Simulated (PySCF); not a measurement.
## Correlation energy of Cl²⁺ (chlorine, charge +2)

[Ne] 3s2 3p3, high-spin 4S determinant. Computed with PySCF 2.14 in def2-TZVPPD (6s6p4d1f, 51 functions), with no relativity, point nucleus. Frozen: [Ne]; 5 electrons correlated.

| level | correlation energy (mhartree) |
| --- | --- |
| CCSD | -117.07 |
| (T) | -3.36 |
| CCSD(T) | -120.43 |

Diagnostics: T1 = 0.0029, D1 = 0.0075, largest double amplitude 0.054.

**Question.** Is a single reference adequate?

**Answer.** Yes: T1 lies below 0.03 and no double amplitude reaches 0.07.
